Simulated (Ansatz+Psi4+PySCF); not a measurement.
Values are calculated unless marked as measured or tabulated.
Input for Psi4 1.11:

```
molecule {
0 2
Ti 0.000000 0.000000 0.000000
N 0.000000 0.000000 1.582000
}

set basis cc-pVTZ
set reference rohf
set scf_type pk
energy('scf')
```

The input is written out from the run's settings.

Output:

| Item | Value |
| --- | --- |
| Converged | yes |
| Total energy | -902.76362 hartree |
| Spin squared of the determinant | 0.750 |
| Occupied orbitals by symmetry in an Abelian subgroup (alpha; beta) | 9 A1 3 B1 3 B2; 8 A1 3 B1 3 B2 |

Caution: other spin multiplicities were not run.
